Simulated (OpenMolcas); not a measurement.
Ti3+, Zr3+, Hf3+: d down the group

```yaml
Program: OpenMolcas 26.06
Method: SS-RASPT2, IPEA 0.25 Eh, imaginary shift 0.1 Eh
Basis: ANO-RCC-VQZP
Scalar_Hamiltonian: DKH2, point nucleus
Spin-orbit_coupling: state interaction with AMFI integrals over the reference wave functions, term energies averaged over their components
```

Active space for each ion: 7 electrons in 8 orbitals (RAS1 p, at most 2 holes; RAS2 d); closed shells correlated by CASPT2: Ti3+ 3s; Zr3+ 4s; Hf3+ 5s.

Computed levels in cm-1 above 2D 3/2:

```csv
Level,Ti3+,Zr3+,Hf3+
2D 5/2,417,1418,5798
weight of 2D in the lowest level (%),100,100,100
```

Measured, with the error of the calculation in %. Measured levels: Ti3+ from Corliss and Sugar, J. Phys. Chem. Ref. Data 8, 1 (1979); Zr3+ from the list in Rauch et al., Astron. Astrophys. 599, A142 (2017).

| Level | Ti3+ | Zr3+ |
| --- | --- | --- |
| 2D 5/2 | 382 (+9.2) | 1251 (+13.4) |

The fine-structure level 2D 5/2 changes by a factor of 13.9 from Ti3+ to Hf3+.

Active for correlation alone: 3p; no level in the range computed is led by a configuration that opens it, so any true level of that kind is missing (holds for Ti3+). Active for correlation alone: 4p; no level in the range computed is led by a configuration that opens it, so any true level of that kind is missing (holds for Zr3+). Active for correlation alone: 5p; no level in the range computed is led by a configuration that opens it, so any true level of that kind is missing (holds for Hf3+). Measured partners are found by configuration, term and J. A level has none where our copy of the source lacks it or the pairing is in doubt (some pairs that miss far off the trend of their configuration count as doubtful), and it then counts in no deviation. Only configurations of the active space appear.
